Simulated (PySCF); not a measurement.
Compound: 2-ethylbutanenitrile, C6H11N.
Numbering: `[CH3:1][CH2:2][CH:3]([C:4]#[N:5])[CH2:6][CH3:7]` (hydrogens: H8, H9, H10 on C1; H11, H12 on C2; H13 on C3; H14, H15 on C6; H16, H17, H18 on C7)

Method: PBE0-D3(BJ)/def2-SVP geometry optimisation, gas phase (PySCF); density fitting, grid level 1; the optimiser is geomeTRIC in internal coordinates, started from a GFN2-xTB structure with every atom displaced at random (about 0.01 Å).

Step 0: E = -7876.3254 eV
```
atom  x, y, z in Å  |  force x, y, z in eV/Å
C1     -2.4945    0.0912    0.4046   -0.531   1.577  -0.838
C2     -1.3380   -0.1401   -0.5289    0.033   0.233   0.769
C3     -0.0080   -0.0158    0.2004    0.885   0.263  -0.872
C4      0.2126    1.3443    0.6758   -0.873  -3.457  -0.913
N5      0.3089    2.4168    1.0159    0.511   3.773   1.193
C6      1.1944   -0.3857   -0.6958    0.272  -0.504   1.164
C7      2.5264   -0.3953    0.0704   -1.068   0.628  -0.176
H8     -2.5168   -0.6071    1.2032   -0.031  -1.025   1.083
H9     -3.4510    0.0453   -0.1311   -0.122  -0.145  -0.027
H10    -2.4560    1.1090    0.8468    0.077  -0.272  -0.062
H11    -1.3627    0.5764   -1.3438   -0.002   0.268  -0.513
H12    -1.3996   -1.1389   -0.9442    0.038  -0.551  -0.361
H13    -0.0239   -0.6635    1.0763    0.064  -0.354   0.384
H14     0.9956   -1.3800   -1.1041   -0.018  -0.261  -0.211
H15     1.2510    0.3072   -1.5229   -0.056   0.454  -0.595
H16     2.7110    0.6012    0.5072    0.099  -0.105  -0.020
H17     3.3396   -0.6353   -0.5982    0.588  -0.203  -0.314
H18     2.4835   -1.1176    0.8828    0.134  -0.320   0.309
```

**Question.** Estimate the geometry and energy of step 1. (The exact step hangs on the optimiser's Hessian estimate; all steps are aligned on step 0, rigid shifts and turns removed.)

**Answer.** E = -7876.4981 eV, largest force 0.467 eV/Å
```
atom  x, y, z in Å  |  force x, y, z in eV/Å
C1     -2.5332    0.1268    0.3849    0.065  -0.250   0.329
C2     -1.3331   -0.1301   -0.5053    0.032  -0.087  -0.192
C3      0.0210   -0.0035    0.2085   -0.170  -0.220   0.163
C4      0.1669    1.3518    0.7311    0.120   0.446   0.070
N5      0.2552    2.4487    1.0987    0.002  -0.289  -0.043
C6      1.2059   -0.3994   -0.6787    0.023   0.175  -0.211
C7      2.5410   -0.3958    0.0424    0.077  -0.089  -0.006
H8     -2.5712   -0.5992    1.2242    0.005   0.183  -0.200
H9     -3.4721    0.0339   -0.1735   -0.084  -0.010  -0.080
H10    -2.4994    1.1347    0.8208   -0.007   0.075   0.022
H11    -1.3409    0.5684   -1.3612    0.012  -0.054   0.022
H12    -1.3839   -1.1481   -0.9323   -0.008   0.079   0.024
H13     0.0100   -0.6744    1.0924    0.001   0.043  -0.084
H14     0.9931   -1.4017   -1.0881   -0.002   0.029   0.028
H15     1.2392    0.2895   -1.5457   -0.012  -0.108   0.108
H16     2.7685    0.5972    0.4575    0.006   0.030   0.016
H17     3.3646   -0.6695   -0.6379   -0.086   0.012   0.055
H18     2.5408   -1.1172    0.8767    0.027   0.036  -0.022
```

The energy changes by -0.1727 eV. The first-order estimate −F·Δx gives -0.3982 eV and the mean of the old and new forces, exact on a quadratic surface, -0.1754 eV. The step makes an angle of 74° with the force vector and moves no atom by more than 0.104 Å.

What follows is the cost of the whole optimisation. Time: 66 s of wall time; peak memory 0.62 GiB. Hardware: an Arm Neoverse V1 with one thread (shared host).
